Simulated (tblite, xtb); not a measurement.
C$_{6}$H$_{12}$BO$_{2}$ (SMILES CC1(C)O[B]OC1(C)C), doublet, at a GFN2-xTB geometry. Base run: xtb with GFN1-xTB.

xtb was given this input:
```
$ xtb mol.xyz --gfn 1 --uhf 1 --json

# file mol.xyz
21

C      1.48710897     1.20539539    -0.61618094
C      0.77466121    -0.07431944    -0.17081065
C      1.27822759    -1.24732067    -1.00515083
O      1.14641932    -0.29412177     1.21015392
B      0.09393638     0.01824653     1.99808540
O     -1.02808914     0.31710664     1.30680277
C     -0.78733229     0.07185816    -0.09871123
C     -1.53732232    -1.21514900    -0.45188832
C     -1.36795313     1.22989207    -0.90336734
H      2.55859468     1.06595559    -0.49202134
H      1.18462008     2.04516570     0.00410776
H      1.27837026     1.42611539    -1.65918394
H      0.92367057    -2.19405612    -0.61047442
H      2.36503208    -1.25741367    -0.97697224
H      0.95426780    -1.14070787    -2.03743575
H     -2.59255428    -1.07255202    -0.23032048
H     -1.42716054    -1.45501693    -1.50567776
H     -1.17725806    -2.04373567     0.15248709
H     -0.97874581     2.18335811    -0.56101033
H     -1.14217070     1.10420896    -1.95937607
H     -2.44732959     1.24142792    -0.77354717
```

Programs used: tblite, xtb; a row that names a program was run with it.

Variants of this job, named by their change:

```json
[
 {"change": "base", "ΔE vs base (kJ/mol)": "0.00", "dipole (D)": "2.58", "G_solv (kcal/mol)": "-", "SCF cycles": "9"},
 {"change": "program = tblite; method = gfn1; option = (--efield, 0,0,0.1)", "ΔE vs base (kJ/mol)": "4.94", "dipole (D)": "-", "G_solv (kcal/mol)": "-", "SCF cycles": "-"},
 {"change": "gbsa = toluene", "ΔE vs base (kJ/mol)": "-28.0", "dipole (D)": "2.89", "G_solv (kcal/mol)": "-6.86", "SCF cycles": "9"},
 {"change": "etemp = 10000", "ΔE vs base (kJ/mol)": "-59.2", "dipole (D)": "3.04", "G_solv (kcal/mol)": "-", "SCF cycles": "10"},
 {"change": "etemp = 5000", "ΔE vs base (kJ/mol)": "-2.75", "dipole (D)": "2.72", "G_solv (kcal/mol)": "-", "SCF cycles": "9"},
 {"change": "program = tblite; method = gfn1; option = (--alpb, water)", "ΔE vs base (kJ/mol)": "-11.07", "dipole (D)": "-", "G_solv (kcal/mol)": "-", "SCF cycles": "-"},
 {"change": "program = tblite; method = gfn1", "ΔE vs base (kJ/mol)": "0.00", "dipole (D)": "-", "G_solv (kcal/mol)": "-", "SCF cycles": "-"},
 {"change": "etemp = 3000", "ΔE vs base (kJ/mol)": "-0.10", "dipole (D)": "2.59", "G_solv (kcal/mol)": "-", "SCF cycles": "9"},
 {"change": "alpb = dmf", "ΔE vs base (kJ/mol)": "-31.5", "dipole (D)": "2.93", "G_solv (kcal/mol)": "-7.75", "SCF cycles": "9"},
 {"change": "program = tblite; method = gfn1; option = --spin-polarized", "ΔE vs base (kJ/mol)": "-23.26", "dipole (D)": "-", "G_solv (kcal/mol)": "-", "SCF cycles": "-"}
]
```

ALPB and GBSA are two models with their own fitted parameters for each solvent, which aren't always the measured dielectric constant.
